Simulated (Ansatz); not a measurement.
H2Te2 (Te2H2). Charge 0, multiplicity 1. Geometry r2SCAN-D4/def2-TZVP, basis def2-TZVP, Ansatz.

```xyz
4

Te   -0.823    1.150   -0.417
Te   -0.291   -1.433    0.188
H    -0.023    1.796    0.893
H     1.137   -1.513   -0.664
```

```tsv
run	HOMO (eV)	LUMO (eV)
A	-9.18	-0.12
B	-5.63	-2.86
C	-7.54	-1.31
D	-6.67	-2.13
E	-6.44	-2.33
F	-5.88	-2.73
```

In the def2 sets Te takes a core potential; there is no spin–orbit coupling. LC-ωPBE has ω = 0.4 bohr⁻¹. B3LYP takes the VWN-RPA correlation.

Q: The runs used B3LYP, BHLYP, LC-ωPBE, PBE, PBE0, r2SCAN. Estimate which is which.

A: A LC-ωPBE (range-separated); B PBE (0 % exact exchange); C BHLYP (50 % exact exchange); D PBE0 (25 % exact exchange); E B3LYP (20 % exact exchange); F r2SCAN (0 % exact exchange). Exact exchange lowers occupied and raises empty levels; among semilocal functionals meta-GGAs tend to open the gap a little, and such runs are hard to tell apart. The gap grows from 2.76 eV (PBE) to 9.06 eV (LC-ωPBE).
